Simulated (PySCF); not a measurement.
Computed Raman spectrum (relative Raman activity) of a molecule C2H7ClOSi. Geometry: r2SCAN-D4/def2-SVP. The values are those of a single conformer. All values below come from r2SCAN-D4/def2-SVP (PySCF 2.14.0). Frequencies are harmonic and unscaled.

Lines under 2 % of the strongest are left out, and lines within 2 cm⁻¹ are merged.

| ν (cm⁻¹) | relative intensity |
|---|---|
| 539 | 8.7 |
| 574 | 4.1 |
| 667 | 5.3 |
| 736 | 9.1 |
| 851 | 7.9 |
| 943 | 8.2 |
| 1223 | 4.8 |
| 1370 | 2.2 |
| 1397 | 5.6 |
| 1455 | 6.7 |
| 1470 | 9.3 |
| 2212 | 100 |
| 2224 | 57 |
| 3016 | 92 |
| 3050 | 61 |
| 3108 | 47 |
| 3130 | 60 |
| 3793 | 36 |

Problem. Which structure fits?
A) CO[Si@@H](C)Cl
B) C[Si](C)(O)Cl
C) C[C@@H](O)[SiH2]Cl
D) CCO[SiH2]Cl

Solution. C, C[C@@H](O)[SiH2]Cl
